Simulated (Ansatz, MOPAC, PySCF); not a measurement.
Pair of molecules: CH2O (SMILES C=O) (first 4 atoms) with CH6Si (SMILES C[SiH3]); geometry from B3LYP-D3(BJ)/def2-TZVP, rigid monomers moved along the line of their centres of mass till O2···Si6 is 3.00 Å.
(charge 0, multiplicity 1):
```xyz
12

C      0.17192     0.23390    -0.28016
O     -0.81602    -0.03472     0.34573
H      1.15053     0.38757     0.21129
H      0.15313     0.34126    -1.38119
C     -1.42579    -0.49281     3.39134
Si     0.36395    -0.02513     3.10372
H     -1.49941    -1.47443     3.86329
H     -1.96056    -0.52300     2.44217
H     -1.91631     0.23204     4.04379
H      1.10195     0.02000     4.39268
H      0.48482     1.31271     2.47416
H      1.05202    -1.00902     2.23196
```

Counterpoise-corrected where a basis set is named; no monomer relaxation. Rows marked so take none.

Rows in 3-21G carry no dispersion term and start afresh at each structure. The state reached by PM6, PM7 isn't checked; PM7 holds dispersion and hydrogen-bond terms.

The values were computed with Ansatz (Gaussian orbitals); MOPAC for PM6, PM7 (differences of heats of formation); PySCF for 3-21G rows, the dispersion terms. 

### Question
One of these levels gives 38.4 meV for the interaction energy. Which one is it?
(A) PM7
(B) PM6
(C) B3LYP/3-21G (no counterpoise)
(D) PBE-D4/def2-TZVPPD

### Answer
B, PM6. The others give 118.8 (PM7), -70.3 (PBE-D4/def2-TZVPPD), -211.9 (B3LYP/3-21G (no counterpoise))

Ansatz is an electronic-structure program.
